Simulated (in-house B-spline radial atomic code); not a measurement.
The numbers below are computed, except where a source is named.
## Making a Troullier-Martins d channel for Ni, r_c = 2.13 bohr

Ni, [Ar] 3d8 4s2, non-relativistic PBE, spherical and spin-unpolarised, from a B-spline radial code for spherical atoms (atomic units). The all-electron 3d level is ε = -0.338728 hartree and its outer maximum at 0.63 bohr.

Inside r_c the pseudo-orbital is u(r) = r^3 exp(p(r)), with p = c0 + c2 r² + c4 r⁴ + … + c12 r¹². The seven coefficients follow from p and its first four derivatives at r_c, from zero curvature of the screened potential at the origin, c4 = −c2²/(2l + 5), and from the norm inside r_c. At r_c the all-electron orbital has P = 0.3051507, P' = -0.271999, the screened potential V = -0.5833873, V' = 0.5774142, V'' = -0.9449227, and the norm inside is Q = 0.9469367.

(1) What are p, p' and p'' at r_c?

For a trial c2 the five matching conditions are linear in c0, c6, c8, c10 and c12, and c2 is varied until the norm inside r_c equals Q. The root nearest zero gives:

```json
{"n": "0", "c_n": "1.952053"}
{"n": "2", "c_n": "-1.799058"}
{"n": "4", "c_n": "-0.3596233"}
{"n": "6", "c_n": "0.3453063"}
{"n": "8", "c_n": "-0.09100992"}
{"n": "10", "c_n": "0.01082284"}
{"n": "12", "c_n": "-0.0004969699"}
```

(2) Check c4 and p(r_c), and find the screened pseudopotential at the origin.

Orbitals and screened potentials:

```
r (bohr)       P        u  V all-electron  V pseudo
   0.213  0.4002  0.06268          -69.21     -12.9
   0.532  0.9629   0.6238          -14.24    -11.85
   0.852  0.9125    1.089          -5.048     -7.98
   1.172  0.7187   0.9039          -2.345    -2.933
   1.491  0.5427   0.5899          -1.311   -0.3692
    1.81  0.4067   0.4091         -0.8328   -0.3847
    2.13  0.3052   0.3052         -0.5834   -0.5834
```

Logarithmic derivatives P'/P at R = 2.43 bohr, for energies E around ε:

```json
{"E − ε (hartree)": "-0.5", "all-electron": "1.27674", "pseudo": "1.32835"}
{"E − ε (hartree)": "-0.25", "all-electron": "0.944205", "pseudo": "0.995607"}
{"E − ε (hartree)": "-0.1", "all-electron": "0.474988", "pseudo": "0.509955"}
{"E − ε (hartree)": "0", "all-electron": "-0.881076", "pseudo": "-0.881074"}
{"E − ε (hartree)": "0.1", "all-electron": "4.00786", "pseudo": "4.69205"}
{"E − ε (hartree)": "0.25", "all-electron": "1.59753", "pseudo": "1.81208"}
{"E − ε (hartree)": "0.5", "all-electron": "1.02596", "pseudo": "1.23056"}
```

Answers

(1) p = ln(P/r_c^3) = ln(0.3051507/9.6636) = -3.45532. p' = P'/P − 3/r_c = -0.89136 − 1.40845 = -2.29981. The radial equation gives p'' = 2(V − ε) − 2(3) p'/r_c − p'² = -0.48932 − (-6.47834) − 5.28913 = 0.69989. Differentiating, p''' = 2V' + 2(3)p'/r_c² − 2(3)p''/r_c − 2p'p'' = -0.63893, and p'''' = 2V'' − 4(3)p'/r_c³ + 4(3)p''/r_c² − 2(3)p'''/r_c − 2p''² − 2p'p''' = 0.69846.

(2) −c2²/9 = -0.359623, as listed. The terms c_n r_c^n are 1.95205, -8.16215, -7.40229, 32.24647, -38.55898, 20.80355, -4.33396, which sum to -3.45532. Inverting the radial equation, V_l(r) = ε + 3 p'/r + (p'' + p'²)/2, so V_l(0) = ε + (2l + 3) c2 = -0.338728 + 7 × (-1.79906) = -12.9321 hartree, finite where the all-electron potential diverges.
